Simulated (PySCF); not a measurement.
Cr (SMILES [Cr]), septet; PySCF with PBE0/def2-SVP.

The PySCF input:
```python
from pyscf import gto, scf, dft

mol = gto.M(
    atom='''
Cr    0.000000    0.000000    0.000000
''',
    basis='def2-svp',
    charge=0,
    spin=6,
    verbose=4,
)

mf = dft.UKS(mol)
mf.xc = 'pbe0'
mf.kernel()
```

Q: Predict the main parts of the log of this PySCF run.

A: 
```
PySCF version 2.14.0

[INPUT] verbose = 4
[INPUT] num. atoms = 1
[INPUT] num. electrons = 24
[INPUT] charge = 0
[INPUT] spin (= nelec alpha-beta = 2S) = 6
[INPUT] symmetry False subgroup None
[INPUT] Mole.unit = angstrom
[INPUT] Symbol           X                Y                Z      unit          X                Y                Z       unit  Magmom
[INPUT]  1 Cr     0.000000000000   0.000000000000   0.000000000000 AA    0.000000000000   0.000000000000   0.000000000000 Bohr   0.0

nuclear repulsion = 0
number of shells = 11
number of NR pGTOs = 73
number of NR cGTOs = 31
basis = def2-svp
ecp = {}

******** <class 'pyscf.dft.uks.UKS'> ********
method = UKS
initial guess = minao
damping factor = 0
level_shift factor = 0
DIIS = <class 'pyscf.scf.diis.CDIIS'>
diis_start_cycle = 1
diis_space = 8
diis_damp = 0
SCF conv_tol = 1e-09
SCF conv_tol_grad = None
SCF max_cycles = 50
direct_scf = True
direct_scf_tol = 1e-13
number electrons alpha = 15  beta = 9
XC library pyscf.dft.libxc version 7.1.2
    S. Lehtola, C. Steigemann, M. J. T. Oliveira, and M. A. L. Marques,  SoftwareX 7, 1–5 (2018)
XC functionals = pbe0
    C. Adamo and V. Barone,  J. Chem. Phys. 110, 6158 (1999)
    M. Ernzerhof and G. E. Scuseria,  J. Chem. Phys. 110, 5029 (1999)
radial grids:
    Treutler-Ahlrichs [JCP 102, 346 (1995); DOI:10.1063/1.469408] (M4) radial grids

becke partition: Becke, JCP 88, 2547 (1988); DOI:10.1063/1.454033
pruning grids: <function nwchem_prune>
grids dens level: 3
symmetrized grids: False
atomic radii adjust function: <function treutler_atomic_radii_adjust>
small_rho_cutoff = 0
Set gradient conv threshold to 3.16228e-05
tot grids = 20904
init E= -1043.52728204331

cycle= 1 E= -1043.9797232601  delta_E= -0.452  |g|= 0.396  |ddm|= 1.79
cycle= 2 E= -1043.94732223101  delta_E= 0.0324  |g|= 0.515  |ddm|= 1.23
cycle= 3 E= -1044.07959233149  delta_E= -0.132  |g|= 0.0142  |ddm|= 0.572
cycle= 4 E= -1044.07970228601  delta_E= -0.00011  |g|= 0.000216  |ddm|= 0.0149
cycle= 5 E= -1044.0797023925  delta_E= -1.06e-07  |g|= 2.98e-05  |ddm|= 0.00285
cycle= 6 E= -1044.07970239413  delta_E= -1.63e-09  |g|= 3.67e-06  |ddm|= 0.00038
cycle= 7 E= -1044.07970239414  delta_E= -7.96e-12  |g|= 9.76e-08  |ddm|= 3.86e-06
Extra cycle  E= -1044.07970239414  delta_E= 1.36e-12  |g|= 8.13e-08  |ddm|= 1.74e-07
converged SCF energy = -1044.07970239414  <S^2> = 12.000009  2S+1 = 7.0000027
```
